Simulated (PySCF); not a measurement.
**Ionisation energy of Ta⁴²⁺ by level of theory**

Ta⁴²⁺ [Ar] 3d10 4s2 4p1 [4p1/2^1, M_J = 1/2] → Ta⁴³⁺ [Ar] 3d10 4s2, as a difference of total energies. Calculation: PySCF 2.14, in an even-tempered Gaussian basis (16 s from 5.3 bohr⁻², ratio 2.8; 13 p from 6.9 bohr⁻², ratio 2.8; 8 d from 12 bohr⁻², ratio 2.8; 4 f from 29 bohr⁻², ratio 3); the two-component X2C-1e Hamiltonian. Correlated levels: [Ne] frozen; the 72 highest virtual spinors dropped. "Screened" scales the spin-orbit matrix elements by Boettger's factors to mimic the two-electron term; Breit and QED terms are absent.

| method | ionisation energy (eV) |
| --- | --- |
| GHF (spin-free) | 2042.7 |
| GMP2 (spin-free) | 2043.5 |
| GHF (screened spin-orbit) | 2107.0 |
| GMP2 (screened spin-orbit) | 2107.7 |

Breit and QED terms and the two-electron picture change are absent.

The spin-free rows lack the spin-orbit shift.

For comparison: 2113 ± 4 eV (theoretical estimate listed by NIST; NIST Atomic Spectra Database, ionization energies).
